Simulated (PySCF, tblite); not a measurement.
C₃H₁₁NSi₂.
SMILES with atom numbers: `[CH3:1][NH:2][SiH2:3]/[CH:4]=[CH:5]/[SiH3:6]` (hydrogens: H7, H8, H9 on C1; H10 on N2; H11, H12 on Si3; H13 on C4; H14 on C5; H15, H16, H17 on Si6)

Computed with GFN2-xTB (tblite), gas phase: Langevin dynamics at 600 K from the optimised GFN2-xTB geometry, time step 0.5 fs, friction 0.01 fs⁻¹, 2000 steps. Over the second half of the run the saved frames average 619 K.

Frame at 250 fs, instantaneous temperature 757 K:
```
atom  x, y, z in Å
C1     -3.385    0.916    0.210
N2     -2.322   -0.044    0.199
Si3    -1.186   -0.209   -1.139
C4      0.575   -0.241   -0.565
C5      0.925    0.192    0.657
Si6     2.714    0.414    1.182
H7     -4.298    0.443    0.714
H8     -3.682    0.938   -0.824
H9     -3.315    2.056    0.476
H10    -2.080   -0.473    1.093
H11    -1.459   -1.186   -2.151
H12    -1.173    1.004   -1.919
H13     1.404   -0.397   -1.220
H14     0.057    0.501    1.254
H15     3.279    1.214    0.051
H16     2.947    1.000    2.458
H17     3.511   -0.761    1.183
```

Frame at 425 fs, instantaneous temperature 448 K:
```
atom  x, y, z in Å
C1     -3.715    1.317    0.018
N2     -2.315    1.065    0.197
Si3    -1.267   -0.105   -0.637
C4      0.453   -0.007    0.184
C5      0.874    0.900    1.037
Si6     2.351    0.373    2.086
H7     -4.000    1.589   -1.001
H8     -3.920    2.161    0.684
H9     -4.419    0.466    0.362
H10    -2.029    1.300    1.153
H11    -1.718   -1.629   -0.211
H12    -1.425   -0.157   -2.159
H13     1.127   -0.855    0.063
H14     0.229    1.708    1.194
H15     2.614   -1.054    1.677
H16     3.393    1.351    2.235
H17     1.721    0.287    3.438
```

Frame at 625 fs, instantaneous temperature 568 K:
```
atom  x, y, z in Å
C1     -3.650    1.665   -0.364
N2     -2.732    1.183    0.562
Si3    -1.802   -0.279    0.183
C4      0.022   -0.299    1.013
C5      0.777    0.755    1.348
Si6     2.314    0.669    2.345
H7     -3.434    1.440   -1.448
H8     -3.847    2.684   -0.183
H9     -4.526    1.047   -0.262
H10    -2.627    1.665    1.377
H11    -2.542   -1.350    0.784
H12    -1.535   -0.658   -1.236
H13     0.329   -1.298    1.125
H14     0.278    1.735    1.147
H15     2.900   -0.459    1.627
H16     3.032    1.871    2.032
H17     2.324    0.492    3.874
```

Frame at 800 fs, instantaneous temperature 534 K:
```
atom  x, y, z in Å
C1     -3.901    1.741    0.285
N2     -2.575    1.297    0.428
Si3    -2.246   -0.386    0.606
C4     -0.422   -0.552    1.279
C5      0.137    0.378    2.090
Si6     1.854    0.581    2.753
H7     -4.640    0.901    0.566
H8     -3.995    2.038   -0.771
H9     -4.292    2.471    1.026
H10    -1.903    1.983    0.263
H11    -3.064   -1.127    1.517
H12    -1.990   -1.165   -0.637
H13     0.314   -0.950    0.742
H14    -0.505    1.065    2.566
H15     2.213   -0.718    3.140
H16     2.553    1.102    1.487
H17     1.763    1.628    3.864
```

Frame at 1000 fs, instantaneous temperature 568 K:
```
atom  x, y, z in Å
C1     -4.265    2.553    0.547
N2     -3.022    2.079    0.503
Si3    -2.630    0.429    0.916
C4     -0.795    0.382    1.151
C5      0.060    0.093    2.232
Si6     1.841    0.119    2.750
H7     -4.738    2.420    1.584
H8     -4.952    2.191   -0.164
H9     -4.330    3.632    0.431
H10    -2.253    2.560   -0.013
H11    -3.486    0.123    2.166
H12    -2.930   -0.339   -0.158
H13    -0.278    0.758    0.146
H14    -0.669   -0.168    2.946
H15     2.424   -1.193    2.470
H16     2.655    1.461    2.151
H17     1.767    0.314    4.234
```

Problem. What do single points at PBE0/pcSseg-1 (PySCF, gas phase) give on these frames?

Solution. 
```csv
t (fs),GFN2-xTB E above start (eV),DFT E above lowest frame (eV),HOMO (eV),LUMO (eV),dipole (D)
250,0.90,0.08,-6.81,-0.96,1.24
425,0.87,0.00,-6.56,-0.64,1.05
625,1.05,0.40,-6.38,-0.90,1.43
800,1.32,0.71,-6.72,-0.71,1.50
1000,1.73,0.93,-6.32,-1.33,0.71
```

Both levels order the frames alike by energy; measured from each level's lowest frame they differ by 0.26 eV at most. The HOMO–LUMO gap runs from 4.99 to 6.01 eV. These are instantaneous structures, not minima.

Problem. And the isotropic GIAO shieldings (ppm) from the same runs?

Solution. 
```json
{"atom": "C1", "250 fs": "149.7", "425 fs": "150.5", "625 fs": "158.4", "800 fs": "151.3", "1000 fs": "160.7", "mean": "154.1", "range": "11.0"}
{"atom": "N2", "250 fs": "263.2", "425 fs": "251.0", "625 fs": "281.4", "800 fs": "261.9", "1000 fs": "263.2", "mean": "264.1", "range": "30.4"}
{"atom": "Si3", "250 fs": "391.3", "425 fs": "390.7", "625 fs": "381.0", "800 fs": "400.1", "1000 fs": "377.0", "mean": "388.0", "range": "23.1"}
{"atom": "C4", "250 fs": "20.6", "425 fs": "25.8", "625 fs": "11.1", "800 fs": "19.1", "1000 fs": "5.7", "mean": "16.5", "range": "20.1"}
{"atom": "C5", "250 fs": "36.1", "425 fs": "36.9", "625 fs": "41.6", "800 fs": "24.9", "1000 fs": "25.4", "mean": "33.0", "range": "16.7"}
{"atom": "Si6", "250 fs": "434.8", "425 fs": "404.1", "625 fs": "434.3", "800 fs": "429.9", "1000 fs": "422.5", "mean": "425.1", "range": "30.7"}
{"atom": "H7", "250 fs": "27.5", "425 fs": "28.7", "625 fs": "28.4", "800 fs": "27.7", "1000 fs": "27.8", "mean": "28.0", "range": "1.2"}
{"atom": "H8", "250 fs": "28.9", "425 fs": "28.3", "625 fs": "29.4", "800 fs": "27.6", "1000 fs": "29.9", "mean": "28.8", "range": "2.3"}
{"atom": "H9", "250 fs": "27.2", "425 fs": "27.6", "625 fs": "28.6", "800 fs": "28.1", "1000 fs": "28.7", "mean": "28.0", "range": "1.5"}
{"atom": "H10", "250 fs": "31.5", "425 fs": "31.0", "625 fs": "33.8", "800 fs": "33.0", "1000 fs": "31.3", "mean": "32.1", "range": "2.8"}
{"atom": "H11", "250 fs": "27.0", "425 fs": "25.1", "625 fs": "26.9", "800 fs": "26.9", "1000 fs": "26.0", "mean": "26.4", "range": "1.9"}
{"atom": "H12", "250 fs": "26.9", "425 fs": "25.5", "625 fs": "26.0", "800 fs": "26.3", "1000 fs": "27.7", "mean": "26.5", "range": "2.2"}
{"atom": "H13", "250 fs": "24.7", "425 fs": "24.6", "625 fs": "24.4", "800 fs": "25.2", "1000 fs": "23.4", "mean": "24.5", "range": "1.8"}
{"atom": "H14", "250 fs": "24.5", "425 fs": "25.4", "625 fs": "24.5", "800 fs": "24.5", "1000 fs": "24.4", "mean": "24.7", "range": "1.0"}
{"atom": "H15", "250 fs": "27.1", "425 fs": "26.9", "625 fs": "27.4", "800 fs": "27.9", "1000 fs": "27.0", "mean": "27.3", "range": "1.0"}
{"atom": "H16", "250 fs": "28.1", "425 fs": "27.3", "625 fs": "27.9", "800 fs": "26.2", "1000 fs": "24.8", "mean": "26.9", "range": "3.3"}
```

The cost below is that of the whole dynamics run. Time: 22 s wall. Hardware: x86-64 server, one thread, no GPU, shared host.
